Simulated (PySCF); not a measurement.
Numbering as in the mapped SMILES `[CH3:1][CH2:2][c:3]1[n:4][cH:5][c:6]([CH3:7])[n:8][n:9]1`. Each H is labelled by its parent atom.

How the numbers were obtained: σ from GIAO-PBE0/pcSseg-1, PBE0-D3(BJ)/def2-SVP structure, in PySCF 2.14 (a single conformation, in vacuum, rapidly exchanging positions averaged, relativity neglected).

References, each an isolated molecule treated in the same way: 13C (σ = 184.41 ppm) and 1H (σ = 31.27 ppm) vs TMS; NH3 for 15N (σ = 265.67 ppm).

| atoms | nucleus | count | δ (ppm) |
| --- | --- | --- | --- |
| C7 | 13C | 1 | 21.5 |
| H(C2) | 1H | 2 | ? |
| N8 | 15N | 1 | 487.5 |
| N9 | 15N | 1 | 435.5 |
| H(C1) | 1H | 3 | 1.45 |
| H(C7) | 1H | 3 | ? |
| C5 | 13C | 1 | 152.3 |
| C3 | 13C | 1 | 174.9 |
| N4 | 15N | 1 | 326.1 |
| C2 | 13C | 1 | 33.8 |
| C1 | 13C | 1 | 15.1 |
| C6 | 13C | 1 | ? |
| H(C5) | 1H | 1 | ? |

**Question.** Fill in the missing shifts.

**Answer.** 
- C6: 161.3 ppm, substituted aromatic carbon next to a ring nitrogen
- H(C5): 8.36 ppm, hydrogen on an aromatic CH next to a ring nitrogen; ring current plus the neighbouring ring nitrogen
- H(C2): 3.16 ppm, hydrogen on an sp3 CH2 on an aromatic ring; benzylic-type position, deshielded by the ring
- H(C7): 2.77 ppm, hydrogen on a methyl carbon on an aromatic ring; benzylic-type position, deshielded by the ring

Shifts are as computed. Against solution values, carbons near 30 ppm lie about +2 ppm off and those near 130 ppm about +5 ppm. Of 1309 compounds with measured shifts, 239 miss one by over three times the rms of a fit or turn the order of signals round; such compounds aren't used in these exercises. Experimental scales use liquid or dissolved standards, which lie at an offset from isolated NH3 (liquid NH3: subtract about 20 ppm). Unscaled 15N shifts of sp2 nitrogen come out 20 to 40 ppm too high even then.
